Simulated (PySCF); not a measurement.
## CsBr: one state, many levels of theory

State: ¹Σ⁺ (singlet), closed shell. Set-up: PySCF, scalar-relativistic core potentials, basis sets Cs def2-TZVPP with ECP46, Br def2-TZVPP. De refers to Cs + Br in their high-spin ground configurations, without counterpoise correction. A positive dipole means Cs(−)Br(+).

```json
{"Level": "RHF", "Re (Å)": "3.203", "ωe (cm⁻¹)": "137", "De (eV)": "3.13", "μ (D)": "-12.18"}
{"Level": "RHF-MP2", "Re (Å)": "3.117", "ωe (cm⁻¹)": "145", "De (eV)": "4.04", "μ (D)": "n/a"}
{"Level": "RHF-SCS-MP2", "Re (Å)": "3.136", "ωe (cm⁻¹)": "143", "De (eV)": "3.97", "μ (D)": "n/a"}
{"Level": "RHF-CCSD", "Re (Å)": "3.140", "ωe (cm⁻¹)": "143", "De (eV)": "3.85", "μ (D)": "n/a"}
{"Level": "RHF-CCSD(T)", "Re (Å)": "3.134", "ωe (cm⁻¹)": "143", "De (eV)": "3.91", "μ (D)": "n/a"}
{"Level": "PBE", "Re (Å)": "3.091", "ωe (cm⁻¹)": "146", "De (eV)": "4.05", "μ (D)": "-10.39"}
{"Level": "PBEsol", "Re (Å)": "3.055", "ωe (cm⁻¹)": "152", "De (eV)": "4.22", "μ (D)": "-10.17"}
{"Level": "BP86", "Re (Å)": "3.099", "ωe (cm⁻¹)": "145", "De (eV)": "4.06", "μ (D)": "-10.56"}
{"Level": "r²SCAN", "Re (Å)": "3.107", "ωe (cm⁻¹)": "146", "De (eV)": "4.22", "μ (D)": "-10.96"}
{"Level": "M06-L", "Re (Å)": "3.139", "ωe (cm⁻¹)": "144", "De (eV)": "4.39", "μ (D)": "-11.37"}
{"Level": "PBE0", "Re (Å)": "3.088", "ωe (cm⁻¹)": "148", "De (eV)": "4.07", "μ (D)": "-10.79"}
{"Level": "M06-2X", "Re (Å)": "3.112", "ωe (cm⁻¹)": "147", "De (eV)": "4.11", "μ (D)": "-11.12"}
{"Level": "ωB97X-V", "Re (Å)": "3.114", "ωe (cm⁻¹)": "147", "De (eV)": "4.23", "μ (D)": "-11.34"}
```

Task: Which functional lies closest to RHF-CCSD(T) in De, which farthest, and by how much do they differ from it?

Result: Closest is PBE (-4.3 pm in Re, +2.1 % in ωe, +0.14 eV in De against RHF-CCSD(T) in the same basis), farthest M06-L (+0.5 pm in Re, +0.7 % in ωe, +0.48 eV in De). CCSD(T) converges more slowly with the basis than the functionals do and binds too weakly in this one, so the order can change at the basis-set limit.

Task: What does a quarter of exact exchange do here, going from PBE to PBE0?

Result: PBE0 less PBE: -0.3 pm in Re, +1.4 % in ωe, +0.02 eV in De. Exact exchange removes part of the self-interaction that spreads semilocal densities, and in most molecules shortens and stiffens the bond and lowers De; here De goes the other way.

Task: What does the step from GGA to meta-GGA do here, going from PBE to r²SCAN?

Result: r²SCAN less PBE: +1.6 pm in Re, +0.0 % in ωe, +0.17 eV in De. 

Measured (Huber and Herzberg, Constants of Diatomic Molecules (1979)): Re = 3.072251 Å, ωe = 149.66 cm⁻¹.

Correlated steps freeze 9 core orbitals. These are scalar-relativistic numbers at best; spin–orbit coupling would shift them, the dissociation energy most. Where the molecule has an RHF reference, its open-shell atoms are computed with UHF.
